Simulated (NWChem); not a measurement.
System: hydrogen sulfate (HSO₄ anion); SMILES [O-]S(O)(=O)=O

Input file for NWChem:

```
start job
memory heap 200 mb stack 900 mb global 1100 mb
charge -1
geometry units angstroms noautosym nocenter noautoz
  O     -0.063529    -1.287643    -0.823386
  S      0.006026     0.172005     0.076375
  O      0.054943    -0.342402     1.478533
  O     -1.244229     0.874554    -0.295562
  O      1.249813     0.826501    -0.394394
  H      0.009116    -1.967039    -0.139946
end
basis spherical
  * library 6-31g*
end
dft
  xc hfexch
  iterations 150
  mulliken
end
task dft energy
esp
  recalculate
  probe 0.07
  range 0.3
  factor 1.0
  spacing 0.02
end
task esp
```

Sets without diffuse functions describe the anion's extra electron poorly. Geometry: optimised at B3LYP/def2-SVPD. Not confirmed as a minimum by frequencies.

Atomic charges in e: unrestrained fits to the electrostatic potential beside Mulliken populations; buried atoms are poorly determined by the fit.

Atoms are numbered as in the input.

### Question
Give the results of this calculation. (Hartree-Fock/6-31G* (spherical d).) Quantities: ESP O1; Mulliken O1; ESP S2; Mulliken S2; ESP O3; Mulliken O3; ESP O4; Mulliken O4; ESP O5; Mulliken O5; relative RMS misfit of the potential (%).

### Answer
```yaml
ESP O1: -0.72
Mulliken O1: -0.88
ESP S2: 1.54
Mulliken S2: 1.78
ESP O3: -0.78
Mulliken O3: -0.82
ESP O4: -0.73
Mulliken O4: -0.77
ESP O5: -0.73
Mulliken O5: -0.77
relative RMS misfit of the potential (%): 3
```
